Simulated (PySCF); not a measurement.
Isomers of C6H13FOSi, mass 148.072 u with the commonest isotopes. Theory: PBE0/pcSseg-1 in PySCF (dipole) on a GFN2-xTB geometry, gas phase. One conformer each, none proved a minimum here; rigid rotors.

**Question.** Order these by rotational constant A, largest first.
A. `[CH2:1]=[C:2]([CH3:3])[SiH2:4][C@H:5]([F:6])[O:7][CH2:8][CH3:9]` with C1–C2–Si4–C5 120°, C2–Si4–C5–F6 -171°, Si4–C5–O7–C8 -176°, C5–O7–C8–C9 175°
B. `[CH3:1][CH:2]([CH3:3])[CH2:4][SiH2:5][O:6]/[CH:7]=[CH:8]/[F:9]` with C1–C2–C4–Si5 -56°, C2–C4–Si5–O6 -170°, C4–Si5–O6–C7 -179°, Si5–O6–C7–C8 1°
C. `[CH3:1][CH:2]([CH3:3])[C@@H:4]1[SiH2:5][O:6][CH2:7][C@H:8]1[F:9]` with C1–C2–C4–Si5 -59°, C2–C4–Si5–O6 -141°, C4–Si5–O6–C7 -3°, Si5–O6–C7–C8 23°, O6–C7–C8–F9 -159°
D. `[CH3:1][CH2:2]/[CH:3]=[C:4](/[CH2:5][CH2:6][F:7])[SiH2:8][OH:9]` with C1–C2–C3–C4 -122°, C3–C4–C5–C6 101°, C4–C5–C6–F7 -66°, C3–C4–Si8–O9 176°, C4–Si8–O9–H -178°
E. `[CH3:1][CH2:2]/[CH:3]=[C:4](/[CH3:5])[O:6][SiH2:7][CH2:8][F:9]` with C1–C2–C3–C4 -108°, C3–C4–O6–Si7 -178°, C4–O6–Si7–C8 -176°, O6–Si7–C8–F9 91°
F. `[CH3:1][CH:2]([CH3:3])[C@@H:4]1[CH2:5][CH2:6][O:7][Si@@H:8]1[F:9]` with C1–C2–C4–C5 178°, C2–C4–C5–C6 -157°, C4–C5–C6–O7 39°, C5–C6–O7–Si8 -27°, C6–O7–Si8–F9 124°

**Answer.** B (4080 MHz), F (1954 MHz), A (1846 MHz), C (1798 MHz), E (1655 MHz), D (1437 MHz).

**Question.** Order these by radius of gyration √(Σ m r²/M), smallest first.
A. `[CH3:1][CH2:2]/[CH:3]=[C:4](/[CH3:5])[O:6][SiH2:7][CH2:8][F:9]` with C1–C2–C3–C4 -108°, C3–C4–O6–Si7 -178°, C4–O6–Si7–C8 -176°, O6–Si7–C8–F9 91°
B. `[CH3:1][CH:2]([CH3:3])[CH2:4][SiH2:5][O:6]/[CH:7]=[CH:8]/[F:9]` with C1–C2–C4–Si5 -56°, C2–C4–Si5–O6 -170°, C4–Si5–O6–C7 -179°, Si5–O6–C7–C8 1°
C. `[CH2:1]=[C:2]([CH3:3])[SiH2:4][C@H:5]([F:6])[O:7][CH2:8][CH3:9]` with C1–C2–Si4–C5 120°, C2–Si4–C5–F6 -171°, Si4–C5–O7–C8 -176°, C5–O7–C8–C9 175°
D. `[CH3:1][CH:2]([CH3:3])[C@@H:4]1[SiH2:5][O:6][CH2:7][C@H:8]1[F:9]` with C1–C2–C4–Si5 -59°, C2–C4–Si5–O6 -141°, C4–Si5–O6–C7 -3°, Si5–O6–C7–C8 23°, O6–C7–C8–F9 -159°

**Answer.** D (2.145 Å), C (2.415 Å), A (2.511 Å), B (2.820 Å).

**Question.** Order these by dipole moment, largest first.
A. `[CH3:1][CH:2]([CH3:3])[CH2:4][SiH2:5][O:6]/[CH:7]=[CH:8]/[F:9]` with C1–C2–C4–Si5 -56°, C2–C4–Si5–O6 -170°, C4–Si5–O6–C7 -179°, Si5–O6–C7–C8 1°
B. `[CH3:1][CH:2]([CH3:3])[C@@H:4]1[CH2:5][CH2:6][O:7][Si@@H:8]1[F:9]` with C1–C2–C4–C5 178°, C2–C4–C5–C6 -157°, C4–C5–C6–O7 39°, C5–C6–O7–Si8 -27°, C6–O7–Si8–F9 124°
C. `[CH3:1][CH2:2]/[CH:3]=[C:4](/[CH3:5])[O:6][SiH2:7][CH2:8][F:9]` with C1–C2–C3–C4 -108°, C3–C4–O6–Si7 -178°, C4–O6–Si7–C8 -176°, O6–Si7–C8–F9 91°
D. `[CH3:1][CH:2]([CH3:3])[C@@H:4]1[SiH2:5][O:6][CH2:7][C@H:8]1[F:9]` with C1–C2–C4–Si5 -59°, C2–C4–Si5–O6 -141°, C4–Si5–O6–C7 -3°, Si5–O6–C7–C8 23°, O6–C7–C8–F9 -159°

**Answer.** B (2.78 D), A (2.53 D), C (2.16 D), D (1.37 D).

```json
{"SMILES": "CC(C)[C@@H]1[SiH2]OC[C@H]1F", "point group": "C1", "Ia (u·Å²)": "281.12", "Ib (u·Å²)": "419.92", "Ic (u·Å²)": "661.53", "κ": "-0.15", "μa (D)": "1.06", "μb (D)": "0.80", "μc (D)": "0.35"}
{"SMILES": "CC(C)[C@@H]1CCO[Si@@H]1F", "point group": "C1", "Ia (u·Å²)": "258.60", "Ib (u·Å²)": "450.85", "Ic (u·Å²)": "633.38", "κ": "-0.44", "μa (D)": "1.74", "μb (D)": "1.91", "μc (D)": "1.04"}
{"SMILES": "CC(C)C[SiH2]O/C=C/F", "point group": "C1", "Ia (u·Å²)": "123.85", "Ib (u·Å²)": "1108.65", "Ic (u·Å²)": "1123.01", "κ": "-1.00", "μa (D)": "2.53", "μb (D)": "0.11", "μc (D)": "0.09"}
{"SMILES": "CC/C=C(/C)O[SiH2]CF", "point group": "C1", "Ia (u·Å²)": "305.35", "Ib (u·Å²)": "665.11", "Ic (u·Å²)": "897.27", "κ": "-0.64", "μa (D)": "0.42", "μb (D)": "1.85", "μc (D)": "1.02"}
{"SMILES": "C=C(C)[SiH2][C@H](F)OCC", "point group": "C1", "Ia (u·Å²)": "273.83", "Ib (u·Å²)": "622.75", "Ic (u·Å²)": "831.02", "κ": "-0.67", "μa (D)": "0.05", "μb (D)": "1.77", "μc (D)": "1.06"}
{"SMILES": "CC/C=C(/CCF)[SiH2]O", "point group": "C1", "Ia (u·Å²)": "351.66", "Ib (u·Å²)": "545.21", "Ic (u·Å²)": "798.30", "κ": "-0.27", "μa (D)": "0.14", "μb (D)": "2.00", "μc (D)": "0.50"}
```
